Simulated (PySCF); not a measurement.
## [CeH3(NH3)]+ relaxed at several levels

Computed with PySCF 2.14.0, PBE0, def2-SVP on the ligands, density fitting, scalar-relativistic core potentials, no spin-orbit coupling, vacuum. Each row is relaxed at its own level from the same template. Distances are means of the shortest metal–ligand contacts, charges and spins Mulliken's; removal energies are rigid, with the ligand's formal charge and no counterpoise, so too large; for an anion taken off a cation in vacuum most of it is the attraction of opposite charges, and multiply charged cations can part far more cheaply with an electron moved from ligand to metal. lcecp potentials hold a fixed number of 4f electrons in the core, out of states, spins and gaps.

```json
{"level": "PBE0", "basis on the metal": "def2-SVP with ECP28", "point group": "C3v", "M–H (Å)": "1.920", "M–NH3 (Å)": "2.547", "charge on M (e)": "1.19", "HOMO–LUMO gap (eV)": "3.98", "removal of one H (eV)": "14.63", "strongest infrared band, degenerate modes summed (cm⁻¹)": "–", "unstable modes (below −25 cm⁻¹)": "1 (soft)"}
```

Task: What does the calculation give for PBE0, lcecp-2-SVP with ECP46?

Result: point group: nearly C3v, M–H (Å): 1.929, M–NH3 (Å): 2.494, charge on M (e): 1.38, removal of one H (eV): 15.25, strongest infrared band, degenerate modes summed (cm⁻¹): 1725, unstable modes (below −25 cm⁻¹): 0.
```xyz
8

Ce    0.1499   -0.1499    0.1499
H     1.4691    1.0267    0.9227
H    -1.0267   -0.9227    1.4691
H     0.9227   -1.4691   -1.0267
N    -1.2899    1.2899   -1.2899
H    -2.2758    1.3142   -0.9979
H    -0.9979    2.2758   -1.3142
H    -1.3142    0.9979   -2.2758
```

Members with unstable modes aren't minima as they stand: saddle points kept by symmetry or, where the modes are soft, flat surfaces and noise. Moved off a saddle point of the template and relaxed again: PBE0. One start shape was tried for each, so a minimum needn't be the lowest isomer.
